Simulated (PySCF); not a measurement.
Compound: SF6.
Cartesian coordinates in Å at the PBE0-D3(BJ)/def2-SVP level; atoms count from 1:
```
atom  x, y, z in Å
F1     0.748    0.890   -0.956
S2     0.001    0.002    0.117
F3    -1.054   -0.431   -0.978
F4    -0.909    1.236    0.504
F5     0.910   -1.232   -0.270
F6    -0.748   -0.886    1.189
F7     1.054    0.435    1.213
```

Level of theory: MP2 and CCSD/aug-cc-pVDZ in PySCF, restricted Hartree–Fock reference, 11 core orbitals frozen, non-relativistic, gas phase, PBE0-D3(BJ)/def2-SVP geometry.

E(HF) = -994.08074 Eh.

Q: How large is the problem?

A: 165 basis functions and 70 electrons; 11 orbitals frozen, which leaves o = 24 correlated occupied and v = 130 virtual orbitals. That is o·v = 3120 singles and o·v(o·v + 1)/2 = 4868760 distinct closed-shell doubles amplitudes before symmetry; the costliest CCSD step grows as o²v⁴ = 1.6 × 10^11.

Q: What are the MP2 and CCSD correlation energies?

A: MP2 -1.4165 Eh and CCSD -1.4199 Eh, which gives totals of -995.49722 and -995.50061 Eh. That is 0.805 eV for each correlated electron at CCSD (3728 kJ/mol in all, 0.143 % of the total energy); MP2 gives 99.8 % of the CCSD value.

Q: What is the T1 diagnostic?

A: 0.0132, below the customary warning level of 0.02. It is the norm of the spatial-orbital singles amplitudes over the root of the number of correlated electrons, so the norm is 0.091.

Connected triples and the basis-set limit are missing.

The job also held the EOM ionisation roots. Time: 11 min of wall time; peak memory 3.0 GiB. Hardware: one thread, Arm Neoverse V2 (aarch64), shared host.
